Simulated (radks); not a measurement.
Results of a calculation; reference values are marked as such.
Hf X, 63 electrons, occupied as [Kr] 4d10 4f13 5s2 5p2.

Level of theory: scalar-relativistic Kohn-Sham, LDA (Slater exchange, VWN5 correlation), spin-polarised, spherical densities, finite nucleus; open shells are filled with parallel spins first (spin-orbit coupling, left out, can overturn this in heavy ions); Fermi nuclear charge, rms radius 5.347 fm (a radial shooting solver on a logarithmic mesh with Libxc functionals).

Energy parts (eV):
part                       energy
total                  -409335.50
kinetic                 448298.69
electron-nucleus      -1000507.31
Hartree                 150856.34
exchange-correlation     -7983.22

Orbitals (lengths in bohr, moments of r in powers of bohr; <r^-3> diverges for s and p1/2):
orbital  occ.  eigenvalue (eV)       <r^4>  <r^-3>   <1/r>
1s up       1        -65362.57   6.639e-07       -   83.71
1s down     1        -65362.32   6.639e-07       -   83.71
2s up       1        -11305.55   0.0001009       -   19.55
2s down     1        -11305.37   0.0001009       -   19.55
2p up       3        -9952.290  0.00007821   17770   17.85
2p down     3        -9952.063  0.00007820   17770   17.85
3s up       1        -2691.318    0.003744       -   7.231
3s down     1        -2690.588    0.003742       -   7.232
3p up       3        -2286.823    0.003994    3919   6.709
3p down     3        -2286.076    0.003992    3920   6.710
3d up       5        -1806.388    0.003096   510.0   6.349
3d down     5        -1805.770    0.003093   510.2   6.350
4s up       1        -660.6416     0.08875       -   3.072
4s down     1        -659.2912     0.08865       -   3.072
4p up       3        -527.5787      0.1175   905.7   2.799
4p down     3        -526.2168      0.1172   905.8   2.800
4d up       5        -355.2699      0.1729   100.4   2.489
4d down     5        -353.8382      0.1719   100.5   2.490
4f up       7        -163.6474      0.4622   16.98   2.014
4f down     6        -161.9302      0.4520   17.10   2.021
5s up       1        -204.0277       2.142       -   1.272
5s down     1        -201.1460       2.144       -   1.275
5p up       2        -167.1507       3.300   168.2   1.127
5p down     0        -164.2108       3.337   168.4   1.127
5d up       0        -119.6003       6.853   15.71  0.9286
5d down     0        -116.8972       7.116   15.42  0.9213
6s up       0         -96.4718       26.70       -  0.6682
6s down     0         -95.1563       27.73       -  0.6596

The highest occupied level is 4f down at -161.93 eV. The configuration is held as typed, so some empty levels lie below it. For comparison, the ionisation energy in NIST's Atomic Spectra Database is 187 eV (theoretical). In exact Kohn-Sham theory the highest level is minus the ionisation energy, but local and semilocal functionals leave it too shallow, through self-interaction and a potential that decays too fast; potentials with the right tail come closer. The spin density at the nucleus is -10.337 e/bohr^3 (1s -2.251, 2s -0.052, 3s -3.861, 4s 0.914, 5s -5.087). Spin moment in Bohr magnetons: 3. The density falls to 0.001 e/bohr^3 at r = 2.36 bohr. The electron density at the nucleus is 1.277e+06 e/bohr^3 (large components only). Summed over all electrons, <r^2> = 17.95 bohr^2, which gives a Langevin (diamagnetic) susceptibility term of -14.2 x 10^-6 cm^3/mol.
